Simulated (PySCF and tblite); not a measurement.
C₄H₄FNO, numbered as in [N:1]#[C:2][C@H:3]1[CH2:4][C@H:5]([F:6])[O:7]1.

Conformers came from 45 starts (ETKDG, MMFF94s, GFN2-xTB); geometries are GFN2-xTB. Weights use PBE0-D3(BJ)/pcSseg-1 energies plus GFN2-xTB zero-point and thermal terms (modes under about 100 cm⁻¹ blended into free rotors). Symmetry numbers and mirror images are counted. Conformers within 2.5 kcal/mol (GFN2-xTB free energy) were kept, 6 at most. GIAO shieldings: PBE0/pcSseg-1. Shifts are against TMS (¹H), TMS (¹³C), CFCl3 (¹⁹F), NH3 (¹⁵N) at the same level; of two unlike H on one atom, a is the less shielded. Codes: tblite and PySCF.

Task: What shifts does this protocol give at 298.15 K under fast conformational exchange?

Result: ¹H: 6.30 (H5, 1H), 5.28 (H3, 1H), 3.11 (H4a, 1H), 3.11 (H4b, 1H) ppm. ¹³C: 123.0 (C2), 116.5 (C5), 63.4 (C3), 40.0 (C4) ppm. ¹⁹F: -115.4 (F6) ppm. ¹⁵N: 317.0 (N1) ppm.

Unscaled ¹⁹F and ¹⁵N shifts at such levels can be off by tens of ppm; differences between conformers or isomers are more reliable. Shifts are unscaled: against experiment ¹³C can be off by 15 ppm or more and ¹H by 0.8 ppm.


¹⁵N shifts are against a computed isolated NH3 molecule, about 20 ppm from the liquid.